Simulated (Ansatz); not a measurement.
Consider the formal exchange of groups at the Se–Se bond: `[SeH][SeH]` + `OP[SiH3]` → `OP[SiH2][SeH]` + H₂Se.

Program: Ansatz. Geometries: PBE0-D4/def2-TZVP. ΔE: electronic, gas phase. CBS: MP2 limit from def2 TZ/QZ plus the TZ coupled-cluster correction, frozen cores. Functionals use def2-TZVPP. For Se outer-core shells are correlated without core-valence functions, which leaves a few kJ/mol of doubt a bond. Scalar relativity is left out up to krypton. One conformer a species, not always the lowest.

Question: Is it downhill or uphill in electronic energy at CCSD(T)/CBS, and by how much? (An estimate is asked.)

Answer: Computed: Downhill: ΔE = -0.70 eV.

Question: What do these levels give: r2SCAN0, CCSD/def2-SVP, MP2/def2-TZVPP, CCSD/def2-TZVPP, CCSD(T)/def2-TZVPP, HF/CBS(def2)? (An estimate is asked.)

Answer: Computed: r2SCAN0 -0.67, CCSD/def2-SVP -0.68, MP2/def2-TZVPP -0.73, CCSD/def2-TZVPP -0.68, CCSD(T)/def2-TZVPP -0.68, HF/CBS(def2) -0.58 eV.

Largest T1 diagnostic among the species: 0.013.

From PBE to PBE0 (25 % exact exchange), in def2-TZVPP and without D4, ΔE moves by −0.05 eV. Leaving LDA and LC-ωPBE aside and taking each functional with its dispersion term where it has one, the values, not all of them listed here, spread over 0.15 eV, from PBE-QIDH to BLYP-D4. LDA lies −0.10 eV from PBE without D4. In def2-TZVPP, CCSD(T) changes the Hartree–Fock value by −0.09 eV (the triples alone add −0.01 eV) and MP2 by −0.14 eV.
